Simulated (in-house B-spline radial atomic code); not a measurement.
The numbers below are computed, except where a source is named.
## Making a Troullier-Martins s channel for As, r_c = 1.42 bohr

As, [Ar] 3d10 4s2 4p3, non-relativistic LDA (VWN5), spherical and spin-unpolarised, from an all-electron radial atomic-structure program (B-spline basis) (atomic units). The all-electron 4s level is ε = -0.523669 hartree, its outermost node lies just inside 0.76 bohr and its outer maximum at 1.64 bohr.

Inside r_c the pseudo-orbital is u(r) = r^1 exp(p(r)), with p = c0 + c2 r² + c4 r⁴ + … + c12 r¹². The seven coefficients follow from p and its first four derivatives at r_c, from zero curvature of the screened potential at the origin, c4 = −c2²/(2l + 5), and from the norm inside r_c. At r_c the all-electron orbital has P = 0.7622784, P' = 0.3288762, the screened potential V = -1.754567, V' = 2.743299, V'' = -6.229166, and the norm inside is Q = 0.2270794.

(1) What are p, p' and p'' at r_c?

For a trial c2 the five matching conditions are linear in c0, c6, c8, c10 and c12, and c2 is varied until the norm inside r_c equals Q. The root nearest zero gives:

```tsv
n	c_n
0	-1.322023
2	0.6999351
4	-0.09798183
6	0.09396846
8	-0.1851726
10	0.08223209
12	-0.01135767
```

(2) Check c4 and p(r_c), and find the screened pseudopotential at the origin.

Orbitals and screened potentials:

| r (bohr) | P | u | V all-electron | V pseudo |
| --- | --- | --- | --- | --- |
| 0.142 | 0.2333 | 0.03839 | -142.0 | 1.577 |
| 0.355 | -0.2916 | 0.1032 | -33.12 | 1.588 |
| 0.568 | -0.2992 | 0.1881 | -13.08 | 1.556 |
| 0.781 | 0.0612 | 0.3083 | -6.578 | 1.145 |
| 0.994 | 0.4113 | 0.4718 | -3.874 | -0.1114 |
| 1.207 | 0.6442 | 0.6475 | -2.518 | -1.668 |
| 1.42 | 0.7623 | 0.7623 | -1.755 | -1.755 |

Logarithmic derivatives P'/P at R = 1.72 bohr, for energies E around ε:

```json
{"E − ε (hartree)": "-0.5", "all-electron": "0.455458", "pseudo": "0.451637"}
{"E − ε (hartree)": "-0.25", "all-electron": "0.188651", "pseudo": "0.187455"}
{"E − ε (hartree)": "-0.1", "all-electron": "0.0102984", "pseudo": "0.0100767"}
{"E − ε (hartree)": "0", "all-electron": "-0.117724", "pseudo": "-0.117724"}
{"E − ε (hartree)": "0.1", "all-electron": "-0.254101", "pseudo": "-0.254374"}
{"E − ε (hartree)": "0.25", "all-electron": "-0.476774", "pseudo": "-0.478792"}
{"E − ε (hartree)": "0.5", "all-electron": "-0.908331", "pseudo": "-0.91932"}
```

(3) With P(R) = 0.7909193 and a norm of 0.4129687 inside R, what slope in energy does norm conservation fix?

Results:

(1) p = ln(P/r_c^1) = ln(0.7622784/1.42) = -0.62210. p' = P'/P − 1/r_c = 0.43144 − 0.70423 = -0.27279. The radial equation gives p'' = 2(V − ε) − 2(1) p'/r_c − p'² = -2.46180 − (-0.38421) − 0.07441 = -2.15200. Differentiating, p''' = 2V' + 2(1)p'/r_c² − 2(1)p''/r_c − 2p'p'' = 7.0729, and p'''' = 2V'' − 4(1)p'/r_c³ + 4(1)p''/r_c² − 2(1)p'''/r_c − 2p''² − 2p'p''' = -31.712.

(2) −c2²/5 = -0.0979818, as listed. The terms c_n r_c^n are -1.32202, 1.41135, -0.39838, 0.77039, -3.06114, 2.74110, -0.76340, which sum to -0.62210. Inverting the radial equation, V_l(r) = ε + 1 p'/r + (p'' + p'²)/2, so V_l(0) = ε + (2l + 3) c2 = -0.523669 + 3 × (0.699935) = 1.5761 hartree, finite where the all-electron potential diverges.

(3) d(P'/P)/dE = −2 × (norm inside R)/P(R)² = -1.3203 per hartree·bohr at E = ε, for both atoms, since orbital and norm agree at R. Differences over ±0.1 hartree give -1.3220 (all-electron) and -1.3223 (pseudo), which also hold third-order terms. Half a hartree below ε the two curves differ by -0.0038.
